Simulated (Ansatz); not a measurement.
C2H7NOSi, SMILES `C[SiH2]C(=N)O`. The species carries charge 0 and has multiplicity 1.

Z-matrix (Å, degrees):
```
C
Si 1 1.864
H 1 1.092 2 110.0
H 1 1.092 2 110.9 3 -119.9
H 1 1.092 2 110.9 3 119.7
C 2 1.903 1 110.8 3 -59.3
H 2 1.487 1 112.1 3 -176.8
H 2 1.487 1 111.1 3 61.0
O 6 1.349 2 112.8 1 52.9
N 6 1.266 2 128.1 1 -127.0
H 9 0.970 6 106.5 2 179.7
H 10 1.015 6 111.5 2 0.1
```

What are the harmonic wavenumbers in cm⁻¹ at PBE0-D4/def2-TZVP (Ansatz, finite differences of forces, unscaled)? (An estimate is asked.)

Computed: 48, 137, 154, 257, 413, 446, 499, 634, 671, 709, 716, 766, 870, 884, 902, 945, 1090, 1233, 1278, 1388, 1448, 1451, 1703, 2222, 2227, 3057, 3143, 3147, 3541, 3725.

Is this a minimum?

Yes, all 30 modes are real.

Give the ideal-gas thermochemistry at 298.15 K and 1 bar (rigid rotor, harmonic oscillator; point group C1, symmetry number 1).

Zero-point energy 237.5 kJ/mol; H(298) − E = 258.6 kJ/mol; entropy 346.1 J/(mol·K), of which translation 164.9, rotation 111.2, vibration 70.0; G(298) − E = 155.4 kJ/mol. Modes under 100 cm⁻¹ are hindered rotations or soft bends, so the harmonic entropy is rough.

Rotational constants (cm⁻¹)?

0.2237, 0.08568, 0.07082.
